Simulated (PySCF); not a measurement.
Excitation energy of Mg by level of theory

Mg [Ne] 3s2 (1S) → Mg [Ne] 3s1 4s1 (3S), as a difference of total energies. Computed with PySCF 2.14 in x2c-QZVPPall with one added diffuse shell each of s, p, d, f type (10s7p6d3f, 82 functions), with scalar relativity by spin-free X2C-1e. Correlated levels: valence and next inner shell: 1s2 frozen. The calculations carry no spin-orbit coupling.

| method | excitation energy (cm⁻¹) |
| --- | --- |
| UHF | 34011 |
| MP2 (valence and next inner shell) | 39655 |
| SCS-MP2 (valence and next inner shell) | 40773 |
| CCSD (valence and next inner shell) | 40800 |
| CCSD(T) (valence and next inner shell) | 41043 |

Errors of the correlated levels include the incompleteness of this basis and the frozen core.

For comparison: 41197 cm⁻¹ (measured; NIST levels).
